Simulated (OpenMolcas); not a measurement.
**What dynamic correlation does to the levels of Mn⁵⁺**

```json
{"Program": "OpenMolcas 26.06", "Basis": "ANO-RCC-VTZP [6s5p3d2f1g]", "Scalar Hamiltonian": "DKH2, point nucleus", "Active space": "2 electrons in 5 orbitals (3d)", "State averaging": "2S+1 = 3 even, 10 roots; 2S+1 = 1 even, 15 roots", "Spin-orbit coupling": "RASSI with atomic mean-field integrals over the reference wave functions, term energies averaged over their components"}
```

Methods on the same reference wave functions:
A. CASSCF
B. SS-CASPT2, IPEA 0.25 Eh, imaginary shift 0.1 Eh (closed shells correlated: 3s 3p)
C. XMS-CASPT2, IPEA 0.25 Eh, imaginary shift 0.1 Eh (closed shells correlated: 3s 3p)

Energies in cm⁻¹ above 3d² ³F₂, the measured ground level; measured values from Corliss and Sugar, J. Phys. Chem. Ref. Data 6, 1253 (1977).

| Level | A | B | C | Measured |
| --- | --- | --- | --- | --- |
| 3d² ³F₂ | 0.0 | 0.0 | 0.0 | 0.0 |
| 3d² ³F₃ | 751 | 757 | 756 | 746 |
| 3d² ³F₄ | 1704 | 1710 | 1709 | 1669 |
| 3d² ¹D₂ | 18834 | 15280 | 15900 | 15336 |
| 3d² ³P₀ | 21888 | 18560 | 18790 | 17782 |
| 3d² ³P₁ | 22157 | 18840 | 19060 | 18057 |
| 3d² ³P₂ | 22764 | 19440 | 19670 | 18628 |
| 3d² ¹G₄ | 28820 | 26060 | 26550 | 25511 |
| 3d² ¹S₀ | 69682 | 60850 | 61680 |  |

Deviations, from unrounded energies. A percentage is the sum of absolute deviations over the sum of measured energies, with the sign that they share, or ± where signs differ.

```csv
Against measurement,Levels,A,B,C
mean absolute deviation (cm-1),7,2700,430,670
fine structure of the ground term (%),2,+1.7,+2.2,+2.1
other terms of the ground configuration (%),5,+20.1,±3.1,+4.9
```

B lies closest to measurement on these levels and A furthest from it. The largest miss of B in the table is 3d² ³P₂, by +810 cm-1. The ranking rests on the paired levels alone, and a cruder setting can come out closer through cancelling errors.

Between B and C the level of the table that moves most is 3d² ¹S₀, by 830 cm-1 (lowest in B, highest in C). Moves below CASPT2's spread within the term are not significant.

The mean deviations of B to C differ by less than CASPT2's widest spread within a term (1000 cm-1), so their order carries little weight.

From A to B the spin-free energies of the other terms of 3d² shown, above ³F, scale by factors of 0.80 to 0.90, as is usual when dynamic correlation screens the repulsion within a d or f shell.

The lowest spin-free term lies below A's lowest term by 0.293 hartree in B, 0.299 hartree in C.

Term energies are means over components that CASPT2 splits; among the terms shown or strongly mixed into the levels shown the widest spread is 1000 cm-1 (3d² ³F, C). Without dynamic correlation excited terms often stand tens of per cent too high (terms of higher spin than the ground term too low), and those without a measured partner can miss by more than the paired ones (holds for A). Computed and measured levels are paired by configuration, term and J; levels that our copy of the source lacks, or whose pairing is in doubt (as where it misses far off the trend of its configuration), stay unpaired and out of the deviations. Only configurations of the active space appear.
